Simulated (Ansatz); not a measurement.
Reaction (ligand exchange at the Si–O bond): `N[Si@H](F)O[Si@@H](N)O` + H₂Se → `N[SiH](F)[SeH]` + `N[SiH](O)O`

Calculated with Ansatz (gas phase, PBE0-D4/def2-TZVP geometries, no zero-point term in ΔE). CCSD(T)/CBS is the MP2 limit (def2-TZVPP, def2-QZVPP) plus CCSD(T) − MP2 in def2-TZVPP, frozen cores. This one scheme is used for every species. DFT in def2-TZVPP. B3LYP here is the variant with VWN-RPA as its local correlation; programs differ in this. For Se outer-core shells are correlated without core-valence functions, which leaves a few kJ/mol of doubt a bond. Scalar relativity is left out up to krypton. One conformer a species, not always the lowest.

| level | ΔE (kJ/mol) |
| --- | --- |
| PBE-D4 | 61.1 |
| B3LYP | 77.2 |

Task: What does CCSD(T)/CBS give? (An estimate is asked.)

Result: The calculation gave: +75.4 kJ/mol. The listed levels differ from it by -14.3, 1.8 kJ/mol.

Largest T1 diagnostic among the species: 0.011.

From PBE to PBE0 (25 % exact exchange), in def2-TZVPP and without D4, ΔE moves by +6.4 kJ/mol. The D4 term adds +3.9 kJ/mol with B3LYP and +2.8 kJ/mol with PBE0; it sums over pairs of atoms, weighted by their polarisabilities, and B3LYP, whose exchange is more repulsive, gets the larger term.
